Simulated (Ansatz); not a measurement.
Isolated molecules relaxed with PBE0-D4/def2-TZVP in Ansatz; ΔE leaves out vibrations. CBS: MP2 limit from def2 TZ/QZ plus the TZ coupled-cluster correction, frozen cores. This one scheme is used for every species. DFT in def2-TZVPP. HSE06 is defined as in plane-wave codes. Elements past krypton have def2 core potentials. For Y outer-core shells are correlated without core-valence functions, which leaves a few kJ/mol of doubt a bond. One conformer a species, not always the lowest.

Reaction (ligand exchange at a Y–F bond): `[OH][Y]([F])[F]` + HCl → `[OH][Y]([F])[Cl]` + H–F

`[OH][Y]([F])[F]`:

Cartesian coordinates in Å:
```
O 0.154 1.366 -0.366
Y -0.064 -0.565 0.152
F 1.494 -1.607 0.867
F -1.841 -1.475 -0.041
H 0.257 2.280 -0.612
```

HCl:

Z-matrix (Å, degrees):
```
Cl
H 1 1.279
```

`[OH][Y]([F])[Cl]`:

```xyz
5

O    -1.186   -0.700    0.463
Y     0.397    0.281   -0.252
F     0.250    1.094   -2.064
Cl    2.490    0.490    1.061
H    -1.951   -1.165    0.791
```

H–F:

Cartesian coordinates in Å:
```
F 0.440 0.126 0.042
H -0.440 -0.126 -0.042
```

| level | ΔE (kJ/mol) | difference from CCSD(T)/CBS |
| --- | --- | --- |
| LDA (SPW92) | 0.5 | 9.7 |
| HSE06-D4 | -8.9 | 0.3 |
| BHLYP-D4 | -9.9 | -0.7 |
| CAM-B3LYP-D4 | 2.3 | 11.5 |
| ωB97M-V | -3.8 | 5.4 |
| revPBE | 3.0 | 12.2 |
| BLYP | 9.7 | 18.9 |
| r2SCAN | -3.0 | 6.2 |
| r2SCANh | -6.0 | 3.2 |
| LC-ωPBE | 3.1 | 12.3 |
| HF/def2-SVP | -14.8 | -5.6 |
| HF/def2-TZVPP | -18.8 | -9.6 |
| MP2/def2-QZVPP | -10.5 | -1.3 |
| HF/CBS(def2) | -15.0 | -5.8 |
| MP2/CBS(def2) | -11.4 | -2.2 |
| CCSD/CBS(def2) | -9.7 | -0.5 |
| CCSD(T)/CBS | -9.2 | 0 |

What do rigid-rotor, harmonic-oscillator terms from PBE0-D4/def2-TZVP frequencies (298.15 K, 1 bar) make of the CCSD(T)/CBS value? (Best estimate.)

Computed: ΔZPE = +5.5 kJ/mol, ΔH = -3.1 kJ/mol, ΔS = 4 J/(mol·K), ΔG = -4.2 kJ/mol. Modes under 50 cm⁻¹ make the entropy rough.

Largest T1 diagnostic among the species: 0.015.

At CCSD(T), def2-SVP lies +16.3 kJ/mol from the extrapolated value and def2-TZVPP −0.6 kJ/mol. From BLYP to BHLYP (50 % exact exchange), in def2-TZVPP and without D4, ΔE moves by −16.5 kJ/mol.
